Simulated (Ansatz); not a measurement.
I$_{2}$Pb, charge +1, doublet, geometry from GFN2-xTB of the parent state (such geometries of metal compounds can be far from the true shape) (a state made from the parent by changing its charge; the spin is typed, not shown lowest) (core potentials on I, Pb); Ansatz (a quantum-chemistry and plane-wave program) with B3LYP/def2-SV(P).

Input for Ansatz:
Ansatz 0.2 input:
```yaml
crystal:
  periodic: [false, false, false]
  atoms:
    - {symbol: Pb, position_ang: [-0.00852880, -0.00721361, 0.96279553]}
    - {symbol: I, position_ang: [1.06067820, -1.86389256, -0.74947342]}
    - {symbol: I, position_ang: [-1.04748270, 1.87505324, -0.74013476]}
basis:
  gaussian:
    orbitals: def2-SV_P_.json
hamiltonian:
  xc: b3lyp
total_charge: 1
magnetization: {spin_polarized: true, initial_magnetization: 1}
```
The basis file holds def2-SV(P) in the JSON format of the Basis Set Exchange.

The log (banner, timings and long lists left out):

```
Functional definition: B3LYP
1015 factors; integrals over basis functions are off by at most 1.4e-4 eV
mean field evaluation 1: about -21448.6638 eV, gradient 1.7e1 eV
mean field evaluation 2: about -21439.4531 eV, gradient 3.9e1 eV
mean field evaluation 4: about -21451.1352 eV, gradient 2.0e0 eV
mean field evaluation 8: about -21451.1921 eV, gradient 1.5e-1 eV
mean field evaluation 16: about -21451.1929 eV, gradient 2.0e-4 eV
mean field evaluation 32: about -21451.1108 eV, gradient 2.5e-3 eV
mean field evaluation 64: about -21450.4564 eV, gradient 5.3e-1 eV
mean field -21451.19285355 eV, -788.3167972271 hartree, gradient 5.7e-6 eV, S^2 0.756647; 13 other end points of the search recorded, 0 dependent functions left out
reference -21451.19306685 eV, -788.3168050659 hartree; 36, 35 occupied and 42, 43 virtual orbitals, 1015 factors
Total energy: -21451.19306685 eV, -788.3168050659 hartree
```
